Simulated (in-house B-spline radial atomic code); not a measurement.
Pt XLVII (Pt46+): [Ar] 3d10 4s1 4p3 (with a hole in an inner shell)

Method: Dirac-Hartree-Fock, average of configuration, Fermi nucleus of rms radius 5.427 fm. Calculated with an all-electron radial atomic-structure program (B-spline basis).

Z_r = [3n² - l(l+1)]/(2<r>); Z_e = n√(-2ε); the last column is Slater's effective charge. Values are occupation-weighted means over j. An effective charge above Z reflects the relativistic contraction of the inner shells.

| shell | electrons | ε (eV) | <r> (bohr) | Z_r | Z_e | Slater |
| --- | --- | --- | --- | --- | --- | --- |
| 1s | 2 | -81269 | 0.01715 | 87.47 | 77.29 | 77.70 |
| 2s | 2 | -16333 | 0.07155 | 83.86 | 69.29 | 73.85 |
| 2p | 6 | -14572 | 0.0646 | 77.40 | 65.45 | 73.85 |
| 3s | 2 | -5574.6 | 0.1832 | 73.68 | 60.73 | 66.75 |
| 3p | 6 | -5042.7 | 0.1829 | 68.33 | 57.76 | 66.75 |
| 3d | 10 | -4432.6 | 0.1659 | 63.28 | 54.15 | 56.85 |
| 4s | 1 | -2659 | 0.3672 | 65.36 | 55.92 | 51.65 |
| 4p | 3 | -2453.1 | 0.3768 | 61.04 | 53.71 | 51.65 |

The least bound orbital is 4p3/2 at -2410 eV, and it is also the most diffuse (<r> = 0.3836 bohr).

Spin-orbit splittings of the orbital energies (j = l + 1/2 above j = l - 1/2 when positive): 2p 1737 eV, 3p 402.5 eV, 3d 86.69 eV, 4p 130.8 eV.

For the 1s electron the small component carries 8.75 % of the norm, the zero-frequency Breit interaction raises the level by 289.1 eV, self-energy by 184.7 eV, and vacuum polarisation lowers it by 37.09 eV.
